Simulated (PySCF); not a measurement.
SiOF, SMILES O=[Si]F, multiplicity 2.

Geometry: PBE0-D3(BJ)/def2-TZVP.

Level of theory: PySCF with PBE0-D3(BJ)/def2-TZVP.

Frequencies are harmonic and unscaled.

| mode | ν (cm⁻¹) | IR (km/mol) | moving atoms (share of kinetic energy) |
|---|---|---|---|
| 1 | 304 | 30.0 | O 36 %, Si 35 %, F 30 % |
| 2 | 851 | 90.3 | F 59 %, Si 28 %, O 13 % |
| 3 | 1218 | 80.0 | O 54 %, Si 43 % |
